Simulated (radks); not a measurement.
Spherical jellium clusters: N electrons in a uniform positive sphere of charge N and radius rs N^(1/3), rs = 2.46 bohr. Calculated with a radial shooting solver with Libxc functionals: non-relativistic Kohn-Sham, PBE, spin-polarised, spherical densities. Levels are named by radial order and angular momentum (1s, 1p, 1d, 2s, ...), and open shells are averaged over m. Each electron was tried in the lowest free levels, single moves between levels near the top were tried too, and the lowest total energy was kept; such a search can miss a lower state. Energies include the self-energy of the background; IP and EA are vertical (highest electron removed, lowest free level filled), at fixed background; spill-out counts the electrons outside the background radius R, and alpha is the static dipole polarisability from linear response (closed shells only). A dash means not computed or, for alpha, an open shell; in EA it means that no bound solution was reached, which is typical of self-interaction and does not show that the anion is unstable. Real open-shell clusters deform, which this model forbids.

\begin{tabular}{lrrrrrrrr}
N & open shells & 2S & E/N (eV) & E(N+1) + E(N-1) - 2E(N) (eV) & IP (eV) & EA (eV) & -e(HOMO) (eV) & spill-out (e) \\ \hline
1 & 1s(up 1, down 0) & 1 & -0.585 & - & - & - & 4.079 & 0.54 \\
2 & none & 0 & -1.249 & 2.217 & 7.457 & - & 4.616 & 0.77 \\
3 & 1p(up 1, down 0) & 1 & -0.732 & -1.041 & 4.638 & - & 2.425 & 1.18 \\
4 & 1p(up 2, down 0) & 2 & -0.733 & -0.884 & 5.763 & - & 3.369 & 1.44 \\
5 & 1p(up 3, down 0) & 3 & -0.911 & 0.589 & 6.430 & - & 4.011 & 1.63 \\
6 & 1p(up 3, down 1) & 2 & -0.931 & -0.848 & 5.607 & - & 3.512 & 1.81 \\
7 & 1p(up 3, down 2) & 1 & -1.067 & -0.597 & 6.324 & 2.100 & 4.141 & 1.96 \\
8 & none & 0 & -1.243 & 2.723 & 6.773 & - & 4.582 & 2.08 \\
9 & 1d(up 1, down 0) & 1 & -1.078 & -0.498 & 3.911 & - & 2.053 & 2.34 \\
10 & 1d(up 2, down 0) & 2 & -0.995 & -0.455 & 4.470 & - & 2.584 & 2.55 \\
11 & 1d(up 3, down 0) & 3 & -0.969 & -0.407 & 4.906 & - & 3.011 & 2.73 \\
12 & 1d(up 4, down 0) & 4 & -0.981 & -0.361 & 5.258 & - & 3.366 & 2.88 \\
13 & 1d(up 5, down 0) & 5 & -1.019 & 0.433 & 5.550 & - & 3.666 & 3.00 \\
14 & 1d(up 5, down 0) 2s(up 1, down 0) & 6 & -1.021 & 0.038 & 5.042 & - & 3.360 & 3.30 \\
15 & 1d(up 5, down 1) 2s(up 1, down 0) & 5 & -1.020 & -0.509 & 5.107 & 1.703 & 3.369 & 3.42 \\
16 & 1d(up 5, down 3) & 2 & -1.051 & -0.359 & 5.473 & 2.013 & 3.706 & 3.38 \\
17 & 1d(up 5, down 4) & 1 & -1.099 & -0.268 & 5.725 & 2.271 & 3.964 & 3.48 \\
18 & none & 0 & -1.157 & 0.188 & 5.937 & 2.173 & 4.185 & 3.58 \\
19 & 2s(up 1, down 0) & 1 & -1.199 & 0.366 & 5.694 & 1.944 & 4.031 & 3.79 \\
20 & none & 0 & -1.218 & 1.540 & 5.351 & - & 3.796 & 4.04 \\
21 & 1f(up 1, down 0) & 1 & -1.162 & -0.269 & 3.873 & - & 2.283 & 4.19 \\
22 & 1f(up 2, down 0) & 2 & -1.124 & -0.250 & 4.133 & - & 2.546 & 4.32 \\
23 & 1f(up 3, down 0) & 3 & -1.099 & -0.232 & 4.362 & - & 2.780 & 4.44 \\
24 & 1f(up 4, down 0) & 4 & -1.087 & -0.216 & 4.567 & - & 2.990 & 4.55 \\
25 & 1f(up 5, down 0) & 5 & -1.084 & -0.201 & 4.750 & 1.659 & 3.179 & 4.65 \\
26 & 1f(up 6, down 0) & 6 & -1.089 & -0.187 & 4.916 & 1.836 & 3.352 & 4.75 \\
27 & 1f(up 7, down 0) & 7 & -1.101 & 0.586 & 5.066 & - & 3.511 & 4.84 \\
28 & 1f(up 7, down 1) & 6 & -1.090 & -0.220 & 4.443 & 1.482 & 2.941 & 4.93 \\
29 & 1f(up 7, down 2) & 5 & -1.088 & -0.201 & 4.639 & 1.683 & 3.141 & 5.02 \\
30 & 1f(up 7, down 3) & 4 & -1.093 & -0.185 & 4.815 & 1.865 & 3.321 & 5.11 \\
31 & 1f(up 7, down 4) & 3 & -1.104 & -0.171 & 4.972 & 2.032 & 3.484 & 5.20 \\
32 & 1f(up 7, down 5) & 2 & -1.119 & -0.158 & 5.116 & 2.186 & 3.633 & 5.27 \\
33 & 1f(up 7, down 6) & 1 & -1.138 & -0.147 & 5.246 & 2.328 & 3.770 & 5.35 \\
34 & none & 0 & -1.160 & 0.538 & 5.366 & 1.874 & 3.896 & 5.43 \\
35 & 2p(up 1, down 0) & 1 & -1.166 & -0.111 & 4.801 & 2.058 & 3.411 & 5.64 \\
36 & 2p(up 2, down 0) & 2 & -1.175 & -0.091 & 4.956 & 2.215 & 3.566 & 5.85 \\
37 & 2p(up 3, down 0) & 3 & -1.185 & 0.440 & 5.084 & 1.866 & 3.698 & 6.05 \\
38 & 2p(up 3, down 1) & 2 & -1.183 & -0.119 & 4.677 & 2.064 & 3.354 & 6.28 \\
39 & 2p(up 3, down 2) & 1 & -1.185 & -0.098 & 4.851 & 2.233 & 3.524 & 6.50 \\
40 & none & 0 & -1.188 & - & 4.995 & - & 3.669 & 6.72 \\
\end{tabular}

All shells are closed at N = 2, 8, 18, 20, 34, 40 (there: 1s2 1p6 1d10 2s2 1f14 2p6); the second difference of the energy has clear peaks (12 % above both neighbours; the first and last values, which can be the largest, are not judged, and half-filled shells can peak too) at N = 5, 8, 13, 20, 27, 34, 37.
